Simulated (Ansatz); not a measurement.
Relaxation of CH$_{3}$ClNSi (7 atoms, charge 1, multiplicity 1), to a largest force component of 0.015 eV/Å in at most 40 steps.

Computed with Ansatz, RKS B3LYP/def2-SVP.

```xyz
7
Properties=species:S:1:pos:R:3:forces:R:3
N -0.525 1.118 -0.258 0.50 -0.39 0.36
Si 0.503 -0.014 0.426 -0.72 0.39 -0.55
C -0.112 -1.587 -0.365 -0.58 0.48 -0.41
Cl 0.441 -3.080 -0.146 0.46 -0.99 0.22
H -0.509 2.112 -0.082 0.09 0.53 0.18
H -1.255 0.864 -0.916 -0.23 -0.28 -0.25
H 1.456 0.588 1.341 0.48 0.26 0.45
```

Q: Where does it end, and by what steps?

A: It converged. Limits of this set-up: the dipole of an ion depends on the origin. After 5 steps the energy has fallen by 0.084 eV; Cl4 moved furthest, 0.18 Å.

| step | energy less start (eV) | largest force component (eV/Å) | accepted |
| --- | --- | --- | --- |
| 0 | 0.0000 | 0.990 | yes |
| 1 | -0.0518 | 0.515 | yes |
| 2 | -0.0790 | 0.219 | yes |
| 3 | -0.0826 | 0.082 | yes |
| 4 | -0.0835 | 0.046 | yes |
| 5 | -0.0839 | 0.014 | yes |

```xyz
7
Properties=species:S:1:pos:R:3
N -0.539 1.164 -0.261
Si 0.438 -0.022 0.369
C -0.175 -1.658 -0.423
Cl 0.578 -3.078 -0.035
H -0.475 2.161 -0.046
H -1.283 0.942 -0.929
H 1.456 0.489 1.325
```

Whether the end is a true minimum wasn't checked by a vibrational analysis.

Time of the run: 18 s on 1 CPU thread of a shared host.
